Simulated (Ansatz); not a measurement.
C₃H₃AlN₂, SMILES `[CH3][Al]([C]#N)[C]#N`, charge 0, multiplicity 1.

**Question.** Give a relaxed structure at PBE0-D4/def2-TZVP (Ansatz 0.2.0). (Estimate.)

**Answer.** Ansatz gave: 
Cartesian coordinates in Å:
```
C -0.1677 0.6548 -1.3782
Al 0.0480 -0.1772 0.3401
C 0.8834 -1.8931 0.6005
N 1.3904 -2.9234 0.7117
C -0.5598 0.6481 1.9714
N -0.9385 1.1772 2.9240
H 0.2258 0.0377 -2.1878
H 0.3434 1.6222 -1.4031
H -1.2250 0.8537 -1.5785
```
Point group Cs.
This is one stationary point; other conformers may exist.
